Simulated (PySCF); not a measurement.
**How methods differ on the excitation energy of F⁺**

F⁺ [He] 2s2 2p4 (3P) → F⁺ [He] 2s1 2p5 (3P), as a difference of total energies. Calculation: PySCF 2.14, in aug-cc-pVDZ-DK; the spin-free X2C one-electron Hamiltonian (Gaussian nucleus). Correlated levels: valence: 1s2 frozen. The calculations carry no spin-orbit coupling.

```json
{"method": "UHF", "excitation energy (eV)": "21.946", "error (eV)": "+1.515"}
{"method": "LDA", "excitation energy (eV)": "18.643", "error (eV)": "-1.788"}
{"method": "PBE", "excitation energy (eV)": "18.915", "error (eV)": "-1.516"}
{"method": "PBE0", "excitation energy (eV)": "19.714", "error (eV)": "-0.717"}
{"method": "r2SCAN", "excitation energy (eV)": "19.755", "error (eV)": "-0.676"}
{"method": "TPSSh", "excitation energy (eV)": "19.799", "error (eV)": "-0.632"}
{"method": "TPSS", "excitation energy (eV)": "19.539", "error (eV)": "-0.892"}
{"method": "B2PLYP", "excitation energy (eV)": "20.199", "error (eV)": "-0.232"}
{"method": "B3LYP", "excitation energy (eV)": "19.455", "error (eV)": "-0.976"}
{"method": "MP2 (valence)", "excitation energy (eV)": "21.022", "error (eV)": "+0.591"}
{"method": "SCS-MP2 (valence)", "excitation energy (eV)": "20.924", "error (eV)": "+0.493"}
```

Reference: 20.431 eV (measured; NIST levels, between the centres of gravity of the two terms).

Errors of the correlated levels include the incompleteness of this basis and the frozen core.
